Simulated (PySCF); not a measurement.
**Pt⁵⁵⁺ (platinum, charge +55) across methods**

[Ar] 3d5, high-spin 6S determinant. Calculation: PySCF 2.14, in an uncontracted even-tempered set (16 s from 14 bohr⁻², ratio 2.5; 10 p from 18 bohr⁻², ratio 2.5; 7 d from 18 bohr⁻², ratio 2.5; 4 f from 68 bohr⁻², ratio 2.7; 3 g from 100 bohr⁻², ratio 2.7); no relativity, point nucleus.

| method | E (hartree) | mean ε 3p α (eV) | mean ε 3p β (eV) | mean ε 3d α (eV) | Σ⟨r²⟩ (bohr²) | ⟨S²⟩ |
| --- | --- | --- | --- | --- | --- | --- |
| MN15 | -14582.22 | -5680.0 | -5673.7 | -5376.5 | 0.5305 | 8.750 |
| UHF | -14578.44204 | -5786.7 | -5720.9 | -5455.5 | 0.5301 | 8.750 |
| r2SCAN | -14579.35 | -5704.2 | -5667.6 | -5384.7 | 0.5302 | 8.750 |
| PW91 | -14579.53 | -5691.3 | -5663.0 | -5377.4 | 0.5303 | 8.750 |
| PBE0 | -14578.77 | -5715.3 | -5677.7 | -5397.0 | 0.5302 | 8.750 |
| LDA | -14569.63 | -5688.7 | -5660.6 | -5375.8 | 0.5306 | 8.750 |
| PBE | -14578.47 | -5690.8 | -5662.4 | -5376.9 | 0.5303 | 8.750 |

A non-relativistic calculation at this Z misses sizeable relativistic shifts. Spin-orbit coupling, which splits the p, d and f shells strongly at this Z, is absent. Spin-orbit coupling is strong in this species (close to jj coupling), so the high-spin LS determinant is a model state, not a physical level.
